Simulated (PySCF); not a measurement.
Shifts of the heteroatoms

Geometry:
```
atom   x (Å)   y (Å)   z (Å)
 Cl1  -0.616   1.748  -0.865
 Si2   0.041  -0.029  -0.137
 Cl3  -1.103  -1.530  -0.882
 Cl4   1.975  -0.313  -0.685
  H5  -0.055  -0.021   1.328
```

One conformer, no solvent model, relativity neglected, equivalent nuclei averaged. Coordinates at the PBE0-D3(BJ)/def2-TZVP level; B97-2/pcSseg-2 with gauge-including orbitals; PySCF 2.14.0 with density-fitted response routines.

Question: Predict the $^{29}$Si NMR data.

Answer: 
```json
{"atoms": "Si2", "environment": "silicon bonded to 3 Cl, H", "σ (ppm)": "343.6", "δ (ppm)": "-4.2"}
```

Shieldings were converted by a linear fit to measured shifts: $^{29}$Si: δ = 302.65 − 0.893σ (rms 6.0 ppm, 44 shifts, 28.9 ppm with the 5 outliers that the fit left out vs TMS, solution or neat liquid). Occasional misses reach two or three times the rms, and more in compound classes unlike the fitted ones.

On a 400 MHz spectrometer $^{29}$Si resonates near 79.5 MHz, so 1 ppm is 79.5 Hz.
